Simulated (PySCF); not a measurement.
BiCl₂, SMILES [Cl][Bi][Cl], multiplicity 2.

Geometry optimised at B3LYP-D3(BJ)/def2-TZVP. The multiplicity is an assumed one; other spin states were not compared. The isomer is the one that the SMILES or the coordinates give; other isomers of the formula were not compared. The def2 effective core potentials stand for the cores of Bi; spin–orbit coupling is left out.

Method: TDA-B3LYP/def2-SVPD in PySCF.

Vertical excitations. Isolated molecule, no solvent.

Task: List the lowest excited states. (The exact figures need the calculation; the answer reports its results.)

Result: 
```tsv
state	energy (eV)	λ (nm)	f	main pairs
root 1	2.22	559	0.001	α HOMO→LUMO 100 %
root 2	2.48	501	0.000	α HOMO→LUMO+1 99 %
root 3	3.73	332	0.000	β HOMO→LUMO 100 %
root 4	3.81	326	0.001	β HOMO−2→LUMO 99 %
root 5	3.93	316	0.012	β HOMO−1→LUMO 94 %
root 6	4.36	284	0.006	β HOMO−3→LUMO 94 %
root 7	4.71	263	0.001	α HOMO−1→LUMO 60 %, β HOMO→LUMO+1 31 %
root 8	4.76	260	0.001	β HOMO−4→LUMO 97 %
root 9	4.80	258	0.001	α HOMO−2→LUMO 56 %, β HOMO−2→LUMO+1 34 %
root 10	4.94	251	0.000	α HOMO−3→LUMO 45 %, β HOMO−1→LUMO+1 46 %
```
Unrestricted roots are not spin-pure.
